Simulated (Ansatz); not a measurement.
Basis-set series for C$_{5}$H$_{13}$Al, SMILES `CC(C)(C)[CH2][AlH2]`. Total charge 0; spin multiplicity 1. The structure was optimised at the PBE0-D4/def2-TZVP level.

```tsv
functional	basis	functions	energy (Eh)	HOMO (eV)	LUMO (eV)
PBE0-D4	def2-SVP	153	-440.20492	-7.52	-1.21
PBE0-D4	def2-QZVPP	745	-440.52086	-7.52	-1.28
ωB97M-V	def2-SVP	153	-440.40086	-9.71	0.44
ωB97M-V	def2-QZVPP	745	-440.73188	-9.74	0.12
```

Give the rows for def2-TZVPP. (An estimate is asked.)

Computed: 
| functional | basis | functions | energy (Eh) | HOMO (eV) | LUMO (eV) |
| --- | --- | --- | --- | --- | --- |
| PBE0-D4 | def2-TZVPP | 379 | -440.50188 | -7.52 | -1.25 |
| ωB97M-V | def2-TZVPP | 379 | -440.71326 | -9.74 | 0.30 |

Positive LUMOs are unbound and depend on the basis.
